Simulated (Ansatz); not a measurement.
Program: Ansatz. Geometries: PBE0-D4/def2-TZVP. ΔE: electronic, gas phase. CBS: MP2 limit from def2 TZ/QZ plus the TZ coupled-cluster correction, frozen cores. Functionals use def2-TZVPP. B3LYP here is the variant with VWN-RPA as its local correlation; programs differ in this. No spin–orbit coupling; open shells (•) take unrestricted orbitals. One conformer a species, not always the lowest.

Reaction (homolysis of the O–Si bond): `CO[SiH2][SiH](O)F` → `C[O]`• + `O[SiH](F)[SiH2]`•

```json
{"level": "PBE-D4", "ΔE (kJ/mol)": "427.1", "difference from CCSD(T)/CBS": "-43.2"}
{"level": "B3LYP-D4", "ΔE (kJ/mol)": "436.8", "difference from CCSD(T)/CBS": "-33.5"}
{"level": "ωB97X-V", "ΔE (kJ/mol)": "455.9", "difference from CCSD(T)/CBS": "-14.4"}
{"level": "ωB97M-V", "ΔE (kJ/mol)": "458.2", "difference from CCSD(T)/CBS": "-12.1"}
{"level": "B2PLYP", "ΔE (kJ/mol)": "448.2", "difference from CCSD(T)/CBS": "-22.1"}
{"level": "r2SCAN", "ΔE (kJ/mol)": "420.5", "difference from CCSD(T)/CBS": "-49.8"}
{"level": "MP2/def2-TZVPP", "ΔE (kJ/mol)": "492.9", "difference from CCSD(T)/CBS": "22.6"}
{"level": "CCSD/def2-TZVPP", "ΔE (kJ/mol)": "446.4", "difference from CCSD(T)/CBS": "-23.9"}
{"level": "CCSD(T)/def2-TZVPP", "ΔE (kJ/mol)": "454.4", "difference from CCSD(T)/CBS": "-15.9"}
{"level": "MP2/CBS(def2)", "ΔE (kJ/mol)": "508.8", "difference from CCSD(T)/CBS": "38.5"}
{"level": "CCSD(T)/CBS", "ΔE (kJ/mol)": "470.3", "difference from CCSD(T)/CBS": "0"}
```

Largest T1 diagnostic among the species: 0.019.

From PBE to PBE0 (25 % exact exchange), in def2-TZVPP and without D4, ΔE moves by +5.2 kJ/mol. The D4 term adds +11.5 kJ/mol with B3LYP and +6.4 kJ/mol with PBE0; it sums over pairs of atoms, weighted by their polarisabilities, and B3LYP, whose exchange is more repulsive, gets the larger term. In def2-TZVPP, CCSD(T) changes the Hartree–Fock value by +116.5 kJ/mol (the triples alone add +8.0 kJ/mol) and MP2 by +155.0 kJ/mol; breaking electron pairs costs correlation energy, which Hartree–Fock lacks.
